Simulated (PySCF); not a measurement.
Computed spin Hamiltonian

Compound: C5H11N2Si (doublet state).
Cartesian coordinates in Å at the GFN2-xTB level; atoms count from 1:
```
atom  x, y, z in Å
C1     3.6945    0.8988   -0.3324
C2     2.5034    0.1471   -0.0183
C3     1.5090   -0.5077    0.2495
C4     0.3590   -1.1779    0.5207
Si5   -1.3429   -0.4683    0.1735
C6    -1.4816    1.2826    0.9143
N7    -1.8039   -0.2884   -1.4920
N8    -2.4342   -1.6846    0.7499
H9     3.4964    1.9699   -0.2675
H10    4.5025    0.6441    0.3555
H11    4.0238    0.6698   -1.3486
H12    0.4559   -2.1772    0.9203
H13   -0.6922    1.9277    0.5422
H14   -1.3986    1.2616    1.9967
H15   -2.4329    1.7415    0.6634
H16   -1.3437    0.4352   -2.0200
H17   -1.8514   -1.1280   -2.0473
H18   -3.4021   -1.5844    0.4910
H19   -2.3707   -1.9524    1.7182
```

The hyperfine couplings belong to this conformer and change with its torsions.

The species is `CC#C[CH][Si](C)(N)N` [radical].

Method used: UKS B3LYP, pcH-1 on C H N Si, non-relativistic, mean-field spin-orbit, GIAO in PySCF. Isolated species at its GFN2-xTB geometry (one conformer only). GFN2-xTB frequencies show an imaginary mode (21i cm⁻¹), so this geometry is no minimum at that level. Couplings are sensitive to structure, and on GFN2-xTB geometries they can be far from those on DFT ones. No stability test was run, so a lower SCF solution isn't excluded.

| Quantity | Value |
| --- | --- |
| g1, g2, g3 | 2.00225, 2.00285, 2.00331 |
| g_iso | 2.00280 |
| Form of g | rhombic: the two nearest values differ by 43 % of g3 − g1 |
| ⟨S²⟩ | 0.7660 (exact 0.7500) |
| α and β electrons | 35, 34 |
| HOMO–LUMO gap, α and β orbitals | 6.24, 4.04 eV |

Isotropic coupling and dipolar principal values T1 to T3, in MHz; ρ(0) is the spin density at the nucleus:

```
atom  isotope  a_iso  of which spin–orbit     T1     T2     T3  Mulliken spin population  ρ(0) (bohr⁻³)
  C1      13C  -18.8                  0.0   -1.2    0.6    0.6                     -0.04        -0.0167
  C2      13C   42.0                  0.0  -43.2  -33.6   76.8                      0.50         0.0374
  C3      13C  -58.9                  0.0  -17.9   -2.1   20.0                     -0.24        -0.0524
  C4      13C   56.9                 -0.1  -55.7  -54.8  110.5                      0.74         0.0507
 Si5     29Si   32.2                  0.0   -1.4   -1.1    2.5                     -0.01        -0.0363
  C6      13C    4.5                  0.0   -1.0   -0.9    1.9                      0.00         0.0040
  N7      14N    2.1                  0.0   -1.6   -1.5    3.1                      0.02         0.0064
  N8      14N   -0.8                  0.0   -0.4    0.0    0.3                      0.00        -0.0026
  H9       1H   20.7                  0.0   -2.6   -2.4    5.0                      0.01         0.0046
 H10       1H   27.2                  0.0   -2.6   -2.4    5.0                      0.01         0.0061
 H11       1H   79.1                  0.0   -3.2   -2.0    5.1                      0.03         0.0177
 H12       1H  -47.5                  0.0  -26.1   -0.4   26.5                     -0.03        -0.0106
 H13       1H   -0.5                  0.0   -1.8   -0.7    2.5                      0.00        -0.0001
 H14       1H    0.7                  0.0   -1.7   -1.2    2.9                      0.00         0.0002
 H15       1H    5.3                  0.0   -1.1   -0.7    1.8                      0.00         0.0012
 H16       1H   -1.8                  0.0   -2.9   -0.2    3.0                      0.00        -0.0004
 H17       1H   -1.8                  0.0   -2.9   -0.6    3.5                      0.00        -0.0004
 H18       1H   -1.1                  0.0   -1.1   -1.0    2.1                      0.00        -0.0003
 H19       1H    1.3                  0.0   -1.9   -1.3    3.2                      0.00         0.0003
```

The largest Mulliken spin populations are on C4 (+0.74), C2 (+0.50) and C3 (-0.24). The positive populations add up to 1.33 and the negative ones to -0.33, together 2S = 1. The angles at C4 add up to 360.0°, so it is planar; its axial dipolar tensor and the negative coupling of its proton fit spin in a p orbital normal to that plane.

Axes: g3 points within 8° of the C3–C4 bond.

Under fast tumbling the dipolar parts average out, and these isotropic splittings remain: 1 × 1H (H12, I = 1/2, 2 lines) with 1.69 mT, 3 × 1H (H9/H10/H11, I = 1/2, 4 lines) with 1.51 mT, 3 × 1H (H13/H14/H15, I = 1/2, 4 lines) with 0.07 mT and 4 × 1H (H16/H17/H18/H19, I = 1/2, 5 lines) with 0.03 mT.

Nuclei that the bonding pattern makes equivalent are averaged, as if the motion that swaps them (rotation, inversion, ring flip) were fast. The three 1H nuclei of mean +42.3 MHz run from 20.7 to 79.1 MHz in the frozen geometry. The three 1H nuclei of mean +1.8 MHz run from -0.5 to 5.3 MHz in the frozen geometry.

The 13C coupling of C3 (-58.9 MHz) shows only in satellite lines or after enrichment, since that isotope makes up about 1.07 % of natural carbon.

The 29Si coupling of Si5 (32.2 MHz) shows only in satellite lines or after enrichment, since that isotope makes up about 4.7 % of natural silicon.

The spin density at the nucleus, in bohr⁻³, is negative for C3 (-0.0524), Si5 (-0.0363) and C1 (-0.0167), for instance. A restricted open-shell determinant has no negative spin density anywhere; here it arises because α and β orbitals differ (spin polarisation).
